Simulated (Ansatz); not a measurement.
One change: `BCCCl` becomes `BCCB`.

Ansatz, PBE0-D4/def2-TZVP geometries, multiplicity 1. Each molecule was computed in one conformer, which needn't be the lowest.

```json
{"property": "LUMO energy (PBE/def2-TZVPP) / eV", "`BCCCl`": "-2.51"}
{"property": "ideal-gas entropy at 298 K and 1 bar (rigid rotor, harmonic PBE0-D4/def2-TZVP) / J/(mol·K)", "`BCCCl`": "310"}
{"property": "HOMO energy (PBE/def2-TZVPP) / eV", "`BCCCl`": "-6.94"}
{"property": "HOMO–LUMO gap (PBE/def2-TZVPP) / eV", "`BCCCl`": "4.42"}
{"property": "LUMO energy (B3LYP/def2-TZVPP) / eV", "`BCCCl`": "-1.70"}
{"property": "HOMO–LUMO gap (PBE0/def2-TZVPP) / eV", "`BCCCl`": "6.87"}
```

Problem. What does the change do to each property? (Estimate.)

Solution. Ansatz gave: 
| property | `BCCB` | shift |
| --- | --- | --- |
| LUMO energy (PBE/def2-TZVPP) / eV | -1.42 | 1.09 |
| ideal-gas entropy at 298 K and 1 bar (rigid rotor, harmonic PBE0-D4/def2-TZVP) / J/(mol·K) | 286 | -24 |
| HOMO energy (PBE/def2-TZVPP) / eV | -7.35 | -0.41 |
| HOMO–LUMO gap (PBE/def2-TZVPP) / eV | 5.93 | 1.51 |
| LUMO energy (B3LYP/def2-TZVPP) / eV | -0.63 | 1.07 |
| HOMO–LUMO gap (PBE0/def2-TZVPP) / eV | 8.09 | 1.22 |

With PBE0 the HOMO falls by 0.19 eV and the LUMO rises by 1.03 eV, so the gap widens by about 1.22 eV. PBE moves the HOMO by -0.41 eV and ωB97M-V by -0.12 eV. The zero-point energy changes by 55.3 kJ/mol with +6 modes.

B3LYP here is the variant with VWN-RPA as its local correlation; programs differ in this.
